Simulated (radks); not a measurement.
Values are calculated unless marked as measured or tabulated.
Task: All-electron atom: Kr XIV in [Ar] 3d5 (the NIST ground configuration). Code: a radial shooting solver on a logarithmic mesh with Libxc functionals. Model: Dirac Kohn-Sham, PBE, spin-unpolarised, spherical densities, point nucleus; open shells are shared between the two j in proportion to 2j + 1. Some entries of the table are withheld. Estimate them.

orbital  occ.  eigenvalue (eV)  <r> (bohr)  r(max) (bohr)
1s1/2       2        -14534.07     0.04149        0.02708
2s1/2       2        -2244.319      0.1828         0.1542
2p1/2       2              (1)      0.1570         0.1211
2p3/2       4              (2)      0.1609         0.1244
3s1/2       2              (3)         (4)         0.4533
3p1/2       2        -536.9382         (5)         0.4401
3p3/2       4        -527.5535         (6)         0.4476
3d3/2       2        -420.5024      0.4713         0.3785
3d5/2       3        -418.7426      0.4737         0.3805
4s1/2       0        -255.9220       1.079          1.042
4p1/2       0        -233.5605       1.110            (7)
4p3/2       0        -231.0664       1.122            (8)

Result: 
(1) 2p1/2 eigenvalue (eV): -2065.739
(2) 2p3/2 eigenvalue (eV): -2011.765
(3) 3s1/2 eigenvalue (eV): -600.1647
(4) 3s1/2 <r> (bohr): 0.5001
(5) 3p1/2 <r> (bohr): 0.4938
(6) 3p3/2 <r> (bohr): 0.5018
(7) 4p1/2 r(max) (bohr): 1.071
(8) 4p3/2 r(max) (bohr): 1.083
